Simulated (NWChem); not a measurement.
System meant: CH2F2O2Si; SMILES O=C[Si](F)(O)F

The following NWChem deck was run.

```
start job
memory heap 200 mb stack 900 mb global 1100 mb
geometry units angstroms noautoz
  O     -0.310560     2.207657     0.024417
  C      0.575112     1.372867     0.155109
  Si     0.023389    -0.463148    -0.020809
  O     -1.592928    -0.381330    -0.316892
  F      0.819249    -1.214569    -1.218982
  F      0.349061    -1.316677     1.320443
  H      1.639777     1.694565     0.365244
  H     -1.865912     0.561080    -0.329790
end
basis spherical
  * library def2-svp
end
dft
  xc b3lyp
  iterations 4
  mulliken
end
task dft energy
```

End of the output:

```
    Atom       Charge   Shell Charges
 -----------   ------   -------------------------------------------------------
    1 O    8     8.12   1.97  0.94  0.65  2.67  1.85  0.03
    2 C    6     6.02   1.97  0.66  0.38  1.76  1.09  0.16
    3 Si  14    13.39   2.00  1.92  0.59  0.25  5.81  1.17  0.78  0.87
    4 O    8     8.20   1.97  0.88  0.60  2.71  2.01  0.01
    5 F    9     9.19   1.98  1.02  0.77  3.21  2.21  0.01
    6 F    9     9.19   1.98  1.02  0.77  3.21  2.21  0.01
    7 H    1     0.99   0.64  0.29  0.06
    8 H    1     0.90   0.53  0.19  0.18

 center of mass
 --------------
 x =   0.01009351 y =  -0.08321283 z =  -0.00002509

 moments of inertia (a.u.)
 ------------------
         850.115740760212           0.000000000000          -0.000000000000
           0.000000000000         456.490912115358          -0.000000000000
          -0.000000000000          -0.000000000000         853.393008959154

     Multipole analysis of the density
     ---------------------------------

     L   x y z        total         alpha         beta         nuclear
     -   - - -        -----         -----         ----         -------
     0   0 0 0     -0.000000    -28.000000    -28.000000     56.000000

     1   1 0 0      0.423188      0.211594      0.211594      0.000000
     1   0 1 0      0.501396      0.250698      0.250698     -0.000000
     1   0 0 1     -0.000669     -0.000335     -0.000335      0.000000

     2   2 0 0    -27.543495    -77.082838    -77.082838    126.622181
     2   1 1 0      0.098191     -1.974671     -1.974671      4.047532
     2   1 0 1     -0.005032      0.014703      0.014703     -0.034438
     2   0 2 0    -32.887615   -172.330335   -172.330335    311.773054
     2   0 1 1     -0.000228      0.003655      0.003655     -0.007538
     2   0 0 2    -30.272593    -68.810887    -68.810887    107.349180

 ------------------------------------------------------------------------
 dft energy failed                                                                                  0
 ------------------------------------------------------------------------
 ------------------------------------------------------------------------
  current input line :
    21: task dft energy
 ------------------------------------------------------------------------
 ------------------------------------------------------------------------
 This type of error is most commonly associated with calculations not reaching convergence criteria
 ------------------------------------------------------------------------
 For more information see the NWChem manual at https://nwchemgit.github.io

0:dft energy failed:Received an Error in Communication
```

Problem. What is wrong, and how is it mended?

Solution. The run did not converge; its last values are not results. Cause: the SCF was allowed too few iterations. This input runs:
```
start job
memory heap 200 mb stack 900 mb global 1100 mb
geometry units angstroms noautoz
  O     -0.310560     2.207657     0.024417
  C      0.575112     1.372867     0.155109
  Si     0.023389    -0.463148    -0.020809
  O     -1.592928    -0.381330    -0.316892
  F      0.819249    -1.214569    -1.218982
  F      0.349061    -1.316677     1.320443
  H      1.639777     1.694565     0.365244
  H     -1.865912     0.561080    -0.329790
end
basis spherical
  * library def2-svp
end
dft
  xc b3lyp
  iterations 150
  mulliken
end
task dft energy
```
It converges to -678.70475 Ha (B3LYP/def2-SVP).
